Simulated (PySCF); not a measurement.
# Reading the logs of faulty runs: AlB2H6Si

All numbers below are calculated, not measured. The program is PySCF 2.14.0, an open-source quantum chemistry code, run on an isolated molecule that a program drew, which may never have been made. The molecule is AlB2H6Si (charge 0, doublet), drawn as the SMILES string `B[B]([AlH2])[SiH2]`.

Each row is a Hartree-Fock (HF) and frozen-core CCSD(T) single point in the cc-pV(D+d)Z basis, meant for a local HF minimum. Run 1 is clean. Each other run has one planted mistake out of seven kinds, and not every kind appears here: one electron removed, one electron added, multiplicity raised by two, geometry at a saddle point, minimal basis STO-3G, one bond length entered in bohr, all coordinates scaled. The reference is restricted for singlets and unrestricted otherwise, and also for a bond in bohr. Adding or removing an electron swaps singlet and doublet. Electrons count all cores. HOMO and LUMO are orbital energies over both spins, the gradient is its largest component, and the lowest frequency (negative if imaginary) is given only where the gradient is small. Bond lengths are over the 9 bonds as drawn. T1 is the CCSD diagnostic: over 0.02 (restricted) or 0.045 (unrestricted) a single reference is doubtful.

Geometry of the clean run:
```xyz
10
AlB2H6Si, angstrom
B    -2.1809   -0.7318    1.1331
B    -0.7475   -0.7141    0.2997
Al    0.9549    0.2649    1.1538
Si   -0.5362   -1.5594   -1.4320
H    -2.9901    0.1522    1.0126
H    -2.4366   -1.6018    1.9260
H     1.2331    1.7992    0.8705
H     1.9681   -0.5310    2.0767
H    -1.5976   -2.2649   -2.1788
H     0.7233   -1.5485   -2.2047
```

| run | electrons | basis functions | <S^2> | HOMO (eV) | LUMO (eV) | gradient (hartree/bohr) | lowest frequency (cm^-1) | mean bond (Å) | longest bond (Å) | T1 | HF (hartree) | CCSD(T) (hartree) | mistake |
|---|---|---|---|---|---|---|---|---|---|---|---|---|---|
| 1 | 43 | 104 | 0.763 | -8.34 | 0.36 | 4.5e-05 | 24 | 1.5858 | 2.142 | 0.0186 | -583.62080 | -584.01363 | no fault |
| 2 | 42 | 104 | 0.000 | -14.94 | -6.62 | 3.3e-02 | - | 1.5858 | 2.142 | 0.0195 | -583.34678 | -583.71932 | one electron removed |
| 3 | 43 | 104 | 1.201 | -7.81 | -0.03 | 3.1e-05 | -322 | 1.5826 | 2.184 | 0.0507 | -583.57825 | -583.98288 | geometry at a saddle point |
| 4 | 43 | 104 | 1.688 | -7.97 | 0.54 | 1.3e-02 | - | 1.7975 | 4.047 | 0.0270 | -583.53484 | -583.90260 | one bond length entered in bohr |
| 5 | 43 | 104 | 3.785 | -5.21 | -1.54 | 4.0e-02 | - | 1.5858 | 2.142 | 0.0462 | -583.48731 | -583.88069 | ? |
| 6 | 43 | 104 | 0.764 | -8.31 | 0.36 | 6.9e-03 | - | 1.6096 | 2.174 | 0.0189 | -583.61921 | -584.01241 | ? |

**Which mistake was planted in run 5, and what did it cost?**

Electrons, basis and geometry are unchanged, and <S^2> is 3.785, beside S(S+1) = 3.75 for a multiplicity of 4. So the mistake is: multiplicity raised by two. Subtracting run 1 and multiplying by 627.51 kcal/mol a hartree, the energy moved by 83.8 kcal/mol in HF and 83.4 kcal/mol in CCSD(T).

**Which mistake was planted in run 6, and what did it cost?**

The mean and the longest bond both change by the same factor, 1.015, and the gradient is no longer small. So the mistake is: all coordinates scaled. Subtracting run 1 and multiplying by 627.51 kcal/mol a hartree, the energy moved by 1.0 kcal/mol in HF and 0.8 kcal/mol in CCSD(T).

Cautions from the logs. Run 3: T1 is over the limit, so its CCSD(T) energy is less reliable; run 5: T1 is over the limit, so its CCSD(T) energy is less reliable.
